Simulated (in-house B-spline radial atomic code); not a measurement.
The numbers below are computed, except where a source is named.
Making a Troullier-Martins p channel for Rh, r_c = 1.2 bohr

Rh, [Kr] 4d8 5s1, non-relativistic LDA (VWN5), spherical and spin-unpolarised, from an all-electron radial atomic-structure program (B-spline basis) (atomic units). The all-electron 4p level is ε = -1.806455 hartree, its outermost node lies just inside 0.49 bohr and its outer maximum at 0.96 bohr.

Inside r_c the pseudo-orbital is u(r) = r^2 exp(p(r)), with p = c0 + c2 r² + c4 r⁴ + … + c12 r¹². The seven coefficients follow from p and its first four derivatives at r_c, from zero curvature of the screened potential at the origin, c4 = −c2²/(2l + 5), and from the norm inside r_c. At r_c the all-electron orbital has P = 0.9585618, P' = -0.869815, the screened potential V = -3.245378, V' = 6.972356, V'' = -19.49558, and the norm inside is Q = 0.6495789.

**Question.** What are p, p' and p'' at r_c?

**Answer.** p = ln(P/r_c^2) = ln(0.9585618/1.44) = -0.40696. p' = P'/P − 2/r_c = -0.90742 − 1.66667 = -2.57408. The radial equation gives p'' = 2(V − ε) − 2(2) p'/r_c − p'² = -2.87785 − (-8.58028) − 6.62590 = -0.92347. Differentiating, p''' = 2V' + 2(2)p'/r_c² − 2(2)p''/r_c − 2p'p'' = 5.1185, and p'''' = 2V'' − 4(2)p'/r_c³ + 4(2)p''/r_c² − 2(2)p'''/r_c − 2p''² − 2p'p''' = -24.621.

For a trial c2 the five matching conditions are linear in c0, c6, c8, c10 and c12, and c2 is varied until the norm inside r_c equals Q. The root nearest zero gives:

```json
{"n": "0", "c_n": "0.7452065"}
{"n": "2", "c_n": "-0.1304313"}
{"n": "4", "c_n": "-0.002430333"}
{"n": "6", "c_n": "-1.639433"}
{"n": "8", "c_n": "1.687045"}
{"n": "10", "c_n": "-0.6833818"}
{"n": "12", "c_n": "0.1024377"}
```

**Question.** Check c4 and p(r_c), and find the screened pseudopotential at the origin.

**Answer.** −c2²/7 = -0.00243033, as listed. The terms c_n r_c^n are 0.74521, -0.18782, -0.00504, -4.89532, 7.25399, -4.23132, 0.91335, which sum to -0.40696. Inverting the radial equation, V_l(r) = ε + 2 p'/r + (p'' + p'²)/2, so V_l(0) = ε + (2l + 3) c2 = -1.806455 + 5 × (-0.130431) = -2.4586 hartree, finite where the all-electron potential diverges.

Orbitals and screened potentials:

```tsv
r (bohr)	P	u	V all-electron	V pseudo
0.12	0.2099	0.03028	-234.9	-2.468
0.3	-0.5863	0.1872	-56.92	-2.764
0.48	0.0049	0.4636	-24.33	-3.981
0.66	0.7082	0.7962	-12.97	-5.855
0.84	1.044	1.039	-7.725	-6.565
1.02	1.078	1.077	-4.889	-5.037
1.2	0.9586	0.9586	-3.245	-3.245
```

Logarithmic derivatives P'/P at R = 1.5 bohr, for energies E around ε:

```tsv
E − ε (hartree)	all-electron	pseudo
-0.5	-0.0350319	-0.0371279
-0.25	-0.590392	-0.591184
-0.1	-1.02024	-1.02041
0	-1.36548	-1.36548
0.1	-1.77423	-1.77449
0.25	-2.55614	-2.55848
0.5	-4.69273	-4.71336
```

**Question.** With P(R) = 0.6750127 and a norm of 0.8522324 inside R, what slope in energy does norm conservation fix?

**Answer.** d(P'/P)/dE = −2 × (norm inside R)/P(R)² = -3.7408 per hartree·bohr at E = ε, for both atoms, since orbital and norm agree at R. Differences over ±0.1 hartree give -3.7699 (all-electron) and -3.7704 (pseudo), which also hold third-order terms. Half a hartree below ε the two curves differ by -0.0021.
